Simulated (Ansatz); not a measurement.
Computed with Ansatz on PBE0-D4/def2-TZVP structures; ΔE is electronic, products minus reactants. CCSD(T)/CBS adds triple-zeta CCSD(T) − MP2 to the extrapolated MP2 energy (def2 sets, frozen cores). This one scheme is used for every species. Functionals use def2-TZVPP. B3LYP here is the variant with VWN-RPA as its local correlation; programs differ in this. One conformer a species, not always the lowest.

`[SiH3]O[SiH2][SiH3]` + `C=N` → `C=N[SiH2]O[SiH3]` + SiH₄  (cleavage of the Si–Si bond)

`[SiH3]O[SiH2][SiH3]`:

Cartesian coordinates in Å:
```
Si 0.412 1.305 1.699
O -0.610 1.153 0.433
Si -1.032 0.246 -0.866
Si 0.390 -1.603 -1.135
H 1.399 0.191 1.688
H 1.129 2.600 1.599
H -0.362 1.263 2.965
H -0.981 1.102 -2.082
H -2.434 -0.220 -0.689
H 0.336 -2.496 0.054
H 1.799 -1.167 -1.337
H -0.047 -2.374 -2.331
```

`C=N`:

Cartesian coordinates in Å:
```
C -0.196 0.319 0.109
N 0.306 -0.816 0.328
H -0.153 0.850 -0.849
H -0.718 0.830 0.921
H 0.762 -1.182 -0.509
```

`C=N[SiH2]O[SiH3]`:

```xyz
12

C     2.206   -0.543   -0.651
N     1.393   -1.473   -0.422
Si   -0.307   -1.322   -0.157
O    -0.845    0.222   -0.235
Si   -1.395    1.533    0.571
H     3.270   -0.762   -0.805
H     1.926    0.520   -0.714
H    -0.982   -2.106   -1.215
H    -0.586   -1.877    1.190
H    -0.438    2.653    0.384
H    -2.721    1.923    0.031
H    -1.522    1.232    2.022
```

SiH₄:

```xyz
5

Si    0.000    0.000    0.000
H    -0.782   -1.095    0.627
H     0.164   -0.276   -1.450
H     1.336    0.084    0.642
H    -0.718    1.287    0.181
```

Is it downhill or uphill in electronic energy at CCSD(T)/CBS, and by how much? (Best estimate.)

Ansatz gave: Downhill: ΔE = -59.4 kJ/mol.

What do these levels give: LDA (SPW92), revPBE-D4, r2SCAN-D4, B97M-V, B3LYP-D4, r2SCAN0-D4, BLYP, PBE0, r2SCANh, HF/def2-SVP, HF/def2-TZVPP, MP2/def2-QZVPP? (An estimate is asked.)

Ansatz gave: LDA (SPW92) -51.0, revPBE-D4 -46.1, r2SCAN-D4 -57.5, B97M-V -55.6, B3LYP-D4 -61.1, r2SCAN0-D4 -59.0, BLYP -59.1, PBE0 -48.8, r2SCANh -58.1, HF/def2-SVP -72.3, HF/def2-TZVPP -76.3, MP2/def2-QZVPP -69.4 kJ/mol.

What do rigid-rotor, harmonic-oscillator terms from PBE0-D4/def2-TZVP frequencies (298.15 K, 1 bar) make of the CCSD(T)/CBS value? (Estimate.)

Ansatz gave: ΔZPE = -6.2 kJ/mol, ΔH = -66.4 kJ/mol, ΔS = -31 J/(mol·K), ΔG = -57.2 kJ/mol. Modes under 50 cm⁻¹ make the entropy rough.

Largest T1 diagnostic among the species: 0.013.

Leaving LDA and LC-ωPBE aside and taking each functional with its dispersion term where it has one, the values, not all of them listed here, spread over 22.1 kJ/mol, from BHLYP-D4 to PBE-D4. LDA lies −6.5 kJ/mol from PBE without D4. From BLYP to BHLYP (50 % exact exchange), in def2-TZVPP and without D4, ΔE moves by −9.8 kJ/mol. In def2-TZVPP, CCSD(T) changes the Hartree–Fock value by +16.3 kJ/mol (the triples alone add +1.2 kJ/mol) and MP2 by +6.9 kJ/mol.
